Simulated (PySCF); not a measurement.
**Electron correlation in Mn⁺ (manganese, charge +1)**

[Ar] 3d4 4s2, high-spin 5D determinant (an excited configuration). Computed with PySCF 2.14 in x2c-TZVPPall, with the spin-free X2C one-electron Hamiltonian (Gaussian nucleus). Frozen: [Ar]; 6 electrons correlated.

MP2 pair energies summed by pair of shells (mhartree):

```json
{"pair": "3d-3d", "energy": "-39.28", "share (%)": "44.1"}
{"pair": "3d-4s", "energy": "-26.40", "share (%)": "29.7"}
{"pair": "4s-4s", "energy": "-23.35", "share (%)": "26.2"}
```

Total MP2 correlation energy: -89.02 mhartree.

Same-spin part -49.69 and opposite-spin part -39.33 mhartree; SCS-MP2 scales them by 1/3 and 6/5 to -63.76 mhartree.
